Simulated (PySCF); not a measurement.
C₂H₆FIn. Atoms are numbered in the order given.

```xyz
10

In     0.0000     0.0000    -0.0658
F      0.0000     0.0000     1.9218
C      2.0379    -0.0001    -0.7496
H      2.1103    -0.0124    -1.8458
H      2.5354     0.8994    -0.3571
H      2.5427    -0.8859    -0.3360
C     -2.0379     0.0001    -0.7496
H     -2.1103     0.0124    -1.8458
H     -2.5354    -0.8994    -0.3571
H     -2.5427     0.8859    -0.3360
```
Charge 0, spin multiplicity 1.

Geometry: r2SCAN-D4/def2-SVP. The structure was generated by enumeration; whether it is a known compound was not checked. The def2 effective core potentials stand for the cores of In; spin–orbit coupling is left out.

The numbers are results of PySCF with PBE/def2-TZVP, not measurements.

ESP charges are fitted to the potential on shells at 1.4 to 2.0 van der Waals radii. Atomic charges (e):

```tsv
atom	Mulliken	Löwdin	ESP fit
In1	0.80	0.51	?
F2	-0.48	-0.27	?
C3	-0.60	-0.52	?
H4	0.15	0.13	?
H5	0.15	0.14	?
H6	0.15	0.14	?
C7	-0.60	-0.52	?
H8	0.15	0.13	?
H9	0.15	0.14	?
H10	0.15	0.14	?
```

Complete the blanks. (Estimate from the structure and the level; the computed values follow.)


- In1, ESP fit: 1.03
- F2, ESP fit: -0.52
- C3, ESP fit: -0.90
- H4, ESP fit: 0.19
- H5, ESP fit: 0.23
- H6, ESP fit: 0.23
- C7, ESP fit: -0.90
- H8, ESP fit: 0.19
- H9, ESP fit: 0.23
- H10, ESP fit: 0.23
